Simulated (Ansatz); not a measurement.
Basis sets compared for Si5Se5. Charge 0, multiplicity 1. Geometry PBE-D4/def2-SVP. Ansatz on 6 threads of Intel Xeon on a shared host; times are rough, and most runs start from earlier orbitals.

```xyz
10

Si    2.106    2.399   -0.934
Si   -0.386   -2.388   -1.228
Si   -1.530    1.529    0.284
Si   -1.336   -1.090    2.504
Si    1.165    0.180   -0.479
Se    1.959   -1.915   -0.679
Se   -0.876    0.094   -1.657
Se    0.086    3.304   -0.480
Se    0.292    0.583    1.725
Se   -1.479   -2.696    0.942
```

Another isomer (singlet) lies 0.20 eV lower at PBE0-D4/def2-TZVP; other spin states weren't run for this one.

Binding counts from free atoms (Si triplet, Se triplet) in the same basis, without a counterpoise term.

| level | functions | energy (Eh) | HOMO (eV) | LUMO (eV) | binding per atom (eV) | wall time |
| --- | --- | --- | --- | --- | --- | --- |
| PBE-D4/def2-SVP | 250 | -13451.0717 | -5.36 | -4.17 | 3.54 | 8 s |
| PBE0-D4/def2-SVP | 250 | -13451.5545 | -6.27 | -3.57 | 3.37 | 21 s |

Estimate the rows for PBE-D4/def2-TZVP (with forces), PBE0-D4/def2-TZVP.


```json
{"level": "PBE-D4/def2-TZVP (with forces)", "functions": "425", "energy (Eh)": "-13453.0435", "HOMO (eV)": "-5.33", "LUMO (eV)": "-4.17", "binding per atom (eV)": "3.55", "wall time": "21 s"}
{"level": "PBE0-D4/def2-TZVP", "functions": "425", "energy (Eh)": "-13453.5247", "HOMO (eV)": "-6.20", "LUMO (eV)": "-3.52", "binding per atom (eV)": "3.41", "wall time": "75 s"}
```
